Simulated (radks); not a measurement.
Dynamic dipole polarisability and lines of the copper ion Cu17+, [Ne] 3s2. All-electron calculation, non-relativistic Kohn-Sham, LDA (Slater exchange, VWN5 correlation), spin-polarised, spherical densities, point nucleus. Program: a radial shooting solver on a logarithmic mesh with Libxc functionals. Time-dependent linear response with the Hartree and adiabatic LDA kernel, continuum included through the Sternheimer equations. Lines are the poles of the dipole polarisability below minus the highest occupied eigenvalue, found on a grid refined at the orbital gaps; the lowest seven at most are given, and weak or close lines can be missed. The first line takes the name of the lowest orbital gap if no other gap lies below it; otherwise a line is named after a gap within 0.6 % of it, if that gap stands alone.

| photon energy (eV) | alpha (bohr^3) |
|---|---|
| 0 | 0.2053 |
| 9.999 | 0.2139 |
| 69.996 | -0.1761 |
| 129.99 | -0.02337 |
| 189.99 | -0.002353 |
| 249.99 | 0.008735 |
| 309.98 | 0.2841 |
| 369.98 | -0.005198 |
| 429.98 | -0.05917 |
| 489.98 | -0.01462 |
| 549.97 | 0.0001959 |

Lines (eV, oscillator strength): 48.758 (25.43 nm, 3s-3p), f = 0.631; 312.13 (3.972 nm, 3s-4p), f = 0.511; 427.78 (2.898 nm, 3s-5p), f = 0.150; 486.53 (2.548 nm, 3s-6p), f = 0.0670; 520.65 (2.381 nm, 3s-7p), f = 0.0366; 542.25 (2.286 nm, 3s-8p), f = 0.0224; 556.80 (2.227 nm, unassigned), f = 0.0148. Higher lines, where found, are left out when the end of the mesh affects them. Those listed give 98 % of the static polarisability (sum of f/w^2). Orbital energy gaps for comparison: 3s-3p 38.738 eV; 3s-4p 312.97 eV; 3s-5p 428.12 eV; 3s-6p 486.71 eV; 3s-7p 520.76 eV.
